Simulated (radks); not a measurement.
Values are calculated unless marked as measured or tabulated.
How relativity changes the ionisation of the neodymium ion Nd2+ ([Xe] 4f4) to Nd3+ ([Xe] 4f3). Spin-unpolarised spherical Kohn-Sham, PBE, point nucleus unless stated (finite: rms radius 4.9123 fm), a radial shooting solver on a logarithmic mesh with Libxc functionals. A level marked "c x" has the speed of light scaled by that factor and shares open shells by 2j + 1; other Dirac levels either fill j = l - 1/2 first or share by 2j + 1.

level                               E(Nd2+) (hartree)  E(Nd3+) (hartree)  IE (eV)   HOMO  <r> HOMO (bohr)
non-rel.                                   -9285.8141         -9284.8740   25.580     4f            1.016
scalar-rel.                                -9623.3749         -9622.5499   22.449     4f            1.085
scalar-rel., finite nucleus                -9622.8518         -9622.0268   22.450     4f            1.085
Dirac, 2j+1 shares                         -9629.2657         -9628.4428   22.390  4f7/2            1.093
Dirac, low j first                         -9629.2999         -9628.4720   22.530  4f5/2            1.081
Dirac, 2j+1 shares, finite nucleus         -9628.7400         -9627.9171   22.391  4f7/2            1.093
Dirac, c x 0.75                            -9952.7236         -9951.9861   20.068  4f7/2            1.174
Dirac, c x 1.5                             -9430.1786         -9429.2915   24.139  4f7/2            1.047
Dirac, c x 3                               -9320.7991         -9319.8724   25.217  4f7/2            1.024

NIST Atomic Spectra Database: 22.09 eV (semi-empirical). The relativistic part of the total energy of Nd2+ is -342.9 hartree (Dirac, 2j+1 shares, finite nucleus), 3.7 % of the non-relativistic value. Spin polarisation and multiplet splitting of open shells are left out at every level.

Beside tabulated values, note that relativity, absent from the non-relativistic runs, is large for the heavy elements, and spin-unpolarised runs miss the spin-polarisation part of the exchange energy of open shells.
